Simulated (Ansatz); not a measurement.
`C[SiH2][GeH2][OH]` + `[OH][Ga]([SH])[O][SiH3]` → `C[O][Ga]([SH])[O][SiH3]` + `[OH][GeH2][SiH3]`  (substitution at a C–Si bond)

Computed with Ansatz on PBE0-D4/def2-TZVP structures; ΔE is electronic, products minus reactants. CBS: MP2 limit from def2 TZ/QZ plus the TZ coupled-cluster correction, frozen cores. Functionals use def2-TZVPP. B3LYP here is the variant with VWN-RPA as its local correlation; programs differ in this. For Ga, Ge outer-core shells are correlated without core-valence functions, which leaves a few kJ/mol of doubt a bond. Scalar relativity is left out up to krypton. One conformer a species, not always the lowest.

CCSD(T)/CBS gives +1.07 eV.

(1) Another level gave +1.03 eV. Which?
A. HF/def2-TZVPP
B. B3LYP/def2-TZVPP
C. MP2/def2-TZVPP
D. PBE-D4/def2-TZVPP

Largest T1 diagnostic among the species: 0.014.

Answers

(1) D. PBE-D4 1.03, B3LYP 0.98, MP2/def2-TZVPP 1.11, HF/def2-TZVPP 0.89 eV.

In def2-TZVPP, CCSD(T) changes the Hartree–Fock value by +0.13 eV (the triples alone add +0.01 eV) and MP2 by +0.22 eV.
